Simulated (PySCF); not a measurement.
Isomers of C4H8OSi, mass 100.034 u with the commonest isotopes. Level of theory: PBE0/def2-SVPD in PySCF (dipole) on a GFN2-xTB geometry, gas phase. One conformer each, none proved a minimum here; rigid rotors.

**Question.** Order these by radius of gyration √(Σ m r²/M), smallest first.
A. `[CH2:1]=[CH:2]/[CH:3]=[CH:4]\[O:5][SiH3:6]` with C1–C2–C3–C4 180°, C3–C4–O5–Si6 180°
B. `[CH2:1]=[CH:2][O:3][C:4](=[CH2:5])[SiH3:6]` with C1–C2–O3–C4 -163°, C2–O3–C4–C5 21°
C. `[CH3:1][C:2]#[C:3][SiH2:4][O:5][CH3:6]` with C3–Si4–O5–C6 -58°

**Answer.** B (2.005 Å), C (2.180 Å), A (2.213 Å).

**Question.** Order these by rotational constant B, largest first.
A. `[CH2:1]=[CH:2]/[CH:3]=[CH:4]\[O:5][SiH3:6]` with C1–C2–C3–C4 180°, C3–C4–O5–Si6 180°
B. `[CH2:1]=[CH:2][O:3][C:4](=[CH2:5])[SiH3:6]` with C1–C2–O3–C4 -163°, C2–O3–C4–C5 21°
C. `[CH3:1][C:2]#[C:3][SiH2:4][O:5][CH3:6]` with C3–Si4–O5–C6 -58°

**Answer.** B (1547 MHz), C (1264 MHz), A (1126 MHz).

**Question.** Order these by dipole moment, largest first.
A. `[CH2:1]=[CH:2]/[CH:3]=[CH:4]\[O:5][SiH3:6]` with C1–C2–C3–C4 180°, C3–C4–O5–Si6 180°
B. `[CH3:1][C:2]#[C:3][SiH2:4][O:5][CH3:6]` with C3–Si4–O5–C6 -58°
C. `[CH2:1]=[CH:2][O:3][C:4](=[CH2:5])[SiH3:6]` with C1–C2–O3–C4 -163°, C2–O3–C4–C5 21°

**Answer.** B (2.21 D), A (1.35 D), C (0.92 D).

```
         SMILES  point group  Ia (u·Å²)  Ib (u·Å²)  Ic (u·Å²)      κ  μa (D)  μb (D)  μc (D)
C=C/C=C\O[SiH3]           Cs      43.84     448.80     486.94  -0.98    1.19    0.63    0.00
   CC#C[SiH2]OC           C1      84.37     399.98     466.09  -0.93    1.71    1.24    0.65
C=COC(=C)[SiH3]           C1      80.62     326.70     396.61  -0.89    0.07    0.87    0.29
```
